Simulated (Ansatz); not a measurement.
Ideal-gas functions of C₂H₆Ga, SMILES `[CH3][Ga][CH3]` radical at 298.15 K and 1 bar, from an Ansatz frequency run at PBE0-D4/def2-TZVP.

Molar mass 99.79 g/mol, point group C2v (symmetry number 2), electronic degeneracy 2, moments of inertia 29.736, 99.368, 122.79 u Å². Harmonic wavenumbers (cm⁻¹, unscaled): 29, 55, 147, 505, 543, 567, 591, 648, 769, 1174, 1189, 1426, 1433, 1440, 1451, 3035, 3037, 3115, 3117, 3161, 3161.

Use S(trans) = R[1.5 ln M + 2.5 ln T − 1.1517]; rotational temperatures θ = 24.2544 K / I; S(rot) = R[ln(√π/σ · √(T³/θAθBθC)) + 1.5]; for each mode x = 1.438777 ν̃/T, S = R[x/(eˣ − 1) − ln(1 − e⁻ˣ)] and H = RT x/(eˣ − 1); 1 cm⁻¹ = 0.0119627 kJ/mol; R = 8.31446 J/(mol·K).

Q: By hand: the entropy, in J/(mol·K).

A: Translation 166.3. Rotation: θ = 0.8157, 0.2441, 0.1975 K, giving 96.0. Vibration, mode by mode: 24.67, 19.37, 11.34, 2.70, 2.34, 2.13, 1.95, 1.57, 0.98, 0.19, 0.18, 0.07, 0.07, 0.06, 0.06, 0.00, 0.00, 0.00, 0.00, 0.00, 0.00, in all 67.7. Electronic 5.8. Sum 335.8 J/(mol·K).

Q: By hand: H − E and G − E in kJ/mol, counted from the electronic energy.

A: Zero-point energy ½ × 30593 × 0.0119627 = 183.0; thermal vibration 8.9; translation, rotation and pV give 4 RT = 9.9. H − E = 201.8 kJ/mol, and G − E = 201.8 − 298.15 × 335.8/1000 = 101.7 kJ/mol.

Vibration gives 20 % of the entropy, 55.4 J/(mol·K) of it from the modes under 150 cm⁻¹: soft modes count most, and the harmonic formula is weakest for them.
